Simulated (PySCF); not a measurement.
Ga(H)(F)(vinyl) (C2H4FGa), SMILES C=[CH][GaH][F].

Geometry: B3LYP-D3(BJ)/def2-SVP. The structure was generated by enumeration; whether it is a known compound was not checked. The values are those of a single conformer.

Two levels are set side by side: TDDFT-PBE/def2-SVPD (PySCF) and TDDFT-CAM-B3LYP/def2-SVPD (PySCF). Vertical, same geometry. The lowest singlet is HOMO→LUMO 100 % with PBE and HOMO−1→LUMO 98 % with the other functional; states are paired by order. Differences are taken from unrounded values.

| quantity | TDDFT-CAM-B3LYP |
|---|---|
| lowest singlet excitation (eV) | 5.35 |
| lowest triplet excitation (TDA) (eV) | 4.03 |
| first bright state (f over 0.05) (eV) | 6.27 |
| its oscillator strength | 0.21 |

Question: What does TDDFT-PBE give, and how far is it from TDDFT-CAM-B3LYP? (The exact figures need the calculation; the answer reports its results.)

Answer: 
| quantity | TDDFT-PBE | TDDFT-PBE minus TDDFT-CAM-B3LYP |
|---|---|---|
| lowest singlet excitation (eV) | 4.70 | -0.65 |
| lowest triplet excitation (TDA) (eV) | 4.06 | 0.04 |
| first bright state (f over 0.05) (eV) | 5.65 | -0.62 |
| its oscillator strength | 0.12 | -0.09 |

A lower first singlet is the usual sign of a functional without exact exchange. Differences between two approximate levels are no errors against the true value.

Rough cost on one machine, each run with all the roots and properties that it gave: TDDFT-CAM-B3LYP against TDDFT-PBE about 6 times.
